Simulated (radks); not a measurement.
Results of a calculation; reference values are marked as such.
Problem. The zinc ion Zn+, [Ar] 3d10 4s1. Code: a radial shooting solver on a logarithmic mesh with Libxc functionals. Model: non-relativistic Kohn-Sham, exchange-only B88, spin-polarised, spherical densities, point nucleus. Every spin shell is full or empty, so the densities are truly spherical. Functionals are evaluated on that one density, not self-consistently. Rank these orbital-free kinetic functionals by their error against the exact value of the orbitals, and give that value: Thomas-Fermi, von Weizsacker, TF + vW/5, LC94, APBEK, revAPBEK, Perdew 92, Pearson, DePristo-Kress, Ernzerhof.

Solution. Exact: 1777.80 hartree. From best to worst, with 100 (|E| - |E exact|)/|E exact| (equal figures are ties): APBEK -0.02, LC94 -0.11, DePristo-Kress -0.20, revAPBEK +0.22, Ernzerhof -0.49, Perdew 92 -0.86, Pearson -1.30, TF + vW/5 +3.51, Thomas-Fermi -6.36, von Weizsacker -50.64.
